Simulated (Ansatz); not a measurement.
`C[O][AlH][BH]S` and `[CH3][AlH][BH]S` differ in one atom or group.

Ansatz, PBE0-D4/def2-TZVP geometries, multiplicity 1. Each molecule was computed in one conformer, which needn't be the lowest.

```csv
property,`C[O][AlH][BH]S`
HOMO–LUMO gap (PBE0/def2-TZVPP) / eV,5.12
HOMO–LUMO gap (ωB97M-V/def2-TZVPP) / eV,9.12
LUMO energy (PBE0/def2-TZVPP) / eV,-2.11
LUMO energy (B3LYP/def2-TZVPP) / eV,-2.26
HOMO energy (PBE/def2-TZVPP) / eV,-6.00
LUMO energy (ωB97M-V/def2-TZVPP) / eV,-0.24
```

Question: Give the same properties after the change, and the shifts. (Best estimate.)

Answer: Ansatz gave: 
| property | `[CH3][AlH][BH]S` | shift |
| --- | --- | --- |
| HOMO–LUMO gap (PBE0/def2-TZVPP) / eV | 5.55 | 0.43 |
| HOMO–LUMO gap (ωB97M-V/def2-TZVPP) / eV | 9.47 | 0.35 |
| LUMO energy (PBE0/def2-TZVPP) / eV | -1.58 | 0.53 |
| LUMO energy (B3LYP/def2-TZVPP) / eV | -1.73 | 0.53 |
| HOMO energy (PBE/def2-TZVPP) / eV | -5.97 | 0.03 |
| LUMO energy (ωB97M-V/def2-TZVPP) / eV | 0.23 | 0.47 |

With PBE0 the HOMO rises by 0.10 eV and the LUMO rises by 0.53 eV, so the gap widens by about 0.43 eV. PBE moves the HOMO by 0.03 eV and ωB97M-V by 0.11 eV.

B3LYP here is the variant with VWN-RPA as its local correlation; programs differ in this.
